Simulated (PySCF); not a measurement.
Rows and methods have been separated. Pair them.

Compound: C2H8AlFO.
Geometry (PBE0-D3(BJ)/def2-SVP, Å), atoms numbered from 1 in this order:
```xyz
13
C2H8AlFO angstrom
C     -0.0089    1.4624   -0.2593
O     -0.1023    0.0678   -0.0006
C     -1.3949   -0.4168    0.3068
Al     1.4614   -1.1459   -0.0457
F      2.5671    0.0821   -0.4279
H     -0.6375    1.7243   -1.1251
H      1.0466    1.6616   -0.4757
H     -0.3342    2.0291    0.6276
H     -2.0803   -0.2349   -0.5361
H     -1.7786    0.0729    1.2161
H     -1.3123   -1.4975    0.4831
H      1.0695   -2.1289   -1.2393
H      1.4973   -1.6724    1.4597
```

The closed-shell ground state was solved 5 times with PySCF (density fitting, gas phase), always with PBE0, in these basis sets: IGLO-III, aug-cc-pVDZ, cc-pVDZ, cc-pVTZ and pcSseg-0.

| row | total energy (Eh) | HOMO (eV) | LUMO (eV) | dipole (D) |
| --- | --- | --- | --- | --- |
| P | -498.2974 | -7.45 | 0.39 | 5.43 |
| Q | -498.1953 | -7.38 | 0.69 | 5.48 |
| R | -498.3147 | -7.48 | 0.19 | 5.44 |
| S | -497.3407 | -7.48 | 0.83 | 6.03 |
| T | -498.2191 | -7.49 | -0.41 | 5.41 |

Problem. Which basis belongs to which row?

Solution. P = cc-pVTZ, Q = cc-pVDZ, R = IGLO-III, S = pcSseg-0, T = aug-cc-pVDZ. From the lowest total energy up: IGLO-III (264 functions) 0 eV; cc-pVTZ (266 functions) +0.47 eV; aug-cc-pVDZ (191 functions) +2.60 eV; cc-pVDZ (114 functions) +3.25 eV; pcSseg-0 (65 functions) +26.51 eV.

One conformer stands for the species.
